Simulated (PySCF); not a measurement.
Ga(AsH2)(F)2 (AsF2GaH2), SMILES [F][Ga]([F])[AsH2]. Heavy atoms are numbered as in [Ga:1]([AsH2:2])([F:5])[F:6]. Hydrogens are named by the atom that carries them.

The structure is a stationary point at PBE0-D3(BJ)/def2-SVP.

Calculation: PBE/pcSseg-1 (PySCF).

GIAO shieldings, no solvent; atoms alike by connectivity are averaged. δ = σ(ref) − σ: ⁷⁵As against AsH3 (σ = 1870.9 ppm); ¹H against TMS (σ = 31.49 ppm); ¹⁹F against CFCl3 (σ = 133.6 ppm), references at their B3LYP-D3(BJ)/def2-TZVP geometries, non-relativistic.

Q: Estimate the chemical shifts. (The exact figures need the calculation; the answer reports its results.)

A: 
| nucleus | atoms | count | δ (ppm) |
|---|---|---|---|
| ⁷⁵As | As2 (AsH2) | 1 | -96.2 |
| ¹H | H on As2 | 2 | 2.25 |
| ¹⁹F | F5 | 2 | -101.9 |
